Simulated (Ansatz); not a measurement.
A run for Ansatz (a first-principles code): R-B97M-V/def2-TZVPPD on N2 (SMILES N#N). Files ending in .json are basis or fitting sets from the Basis Set Exchange.

Ansatz 0.2 input:
```yaml
crystal:
  periodic: [false, false, false]
  atoms:
    - {symbol: N, position_ang: [0.44239913, -0.43462741, 4.64293110]}
    - {symbol: N, position_ang: [0.51603834, -0.50556508, 3.55717905]}
basis:
  gaussian:
    orbitals: def2-TZVPPD.json
hamiltonian:
  xc: {name: B97M-V}
scf: {lower_state_search: off}
```

The head of its log:

```
WARN ansatz: RAYON_NUM_THREADS=1 ignored (pool sized by the plan → 1); use --threads N
Functional definition: B97M-V
these checks for a lower state are left out or cut short: stability, starts, cluster_reference, orbital_swaps, neighbouring_geometries, increment
integrals: 0.01 GiB planned
358 factors; their error is unknown
mean field: 0.14 GiB planned
mean field evaluation 1: about -2979.7695 eV, gradient 2.6e1 eV
mean field evaluation 2: about -2980.3039 eV, gradient 2.0e1 eV
```

Give the final energy of this run.

-109.5544 hartree.
